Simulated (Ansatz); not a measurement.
Ge3H12Si2 (`[SiH3][GeH2][GeH2][SiH2][GeH3]`). Charge 0, multiplicity 1. The geometry is a stationary point of PBE0-D4/def2-TZVP. It is one conformer, not always the lowest.

```xyz
17

Si    1.591   -2.128    0.421
Ge    0.762   -1.070   -1.540
Ge   -1.515   -0.314   -1.163
Si   -1.588    0.860    0.905
Ge    0.133    2.502    0.943
H     0.733   -3.295    0.759
H     2.991   -2.595    0.237
H     1.549   -1.165    1.554
H     0.814   -2.034   -2.740
H     1.636    0.153   -1.879
H    -1.958    0.610   -2.313
H    -2.462   -1.529   -1.133
H    -2.913    1.506    1.111
H    -1.362   -0.109    2.013
H     0.132    3.294    2.261
H    -0.050    3.491   -0.221
H     1.505    1.824    0.784
```

(1) What is the dipole moment at PBE/def2-TZVPP? (Best estimate.)

(2) And with r2SCAN, B3LYP, ωB97M-V? (Estimate.)

(3) Give the Mulliken charges with PBE, r2SCAN, B3LYP in def2-TZVPP. (An estimate is asked.)

Results:

(1) Computed: 0.10 D, with components (-0.08, -0.06, 0.01) D in this frame, pointing from negative to positive charge.

(2) Ansatz gave: r2SCAN 0.13 D, B3LYP 0.16 D, ωB97M-V 0.15 D.

(3) Computed: 
| atom | PBE | r2SCAN | B3LYP |
| --- | --- | --- | --- |
| Si1 | 0.08 | 0.16 | 0.14 |
| Ge2 | 0.03 | 0.00 | 0.00 |
| Ge3 | 0.04 | 0.02 | 0.02 |
| Si4 | 0.01 | 0.07 | 0.08 |
| Ge5 | 0.04 | 0.05 | 0.02 |
| H6 | -0.03 | -0.05 | -0.05 |
| H7 | -0.04 | -0.06 | -0.05 |
| H8 | -0.03 | -0.06 | -0.05 |
| H9 | 0.00 | 0.00 | 0.00 |
| H10 | 0.00 | 0.00 | 0.00 |
| H11 | 0.00 | 0.00 | 0.00 |
| H12 | 0.00 | 0.00 | 0.00 |
| H13 | -0.04 | -0.07 | -0.06 |
| H14 | -0.03 | -0.05 | -0.04 |
| H15 | 0.00 | -0.01 | -0.01 |
| H16 | 0.00 | 0.00 | 0.00 |
| H17 | 0.00 | 0.00 | 0.00 |

B3LYP here is the variant with VWN-RPA as its local correlation; programs differ in this.
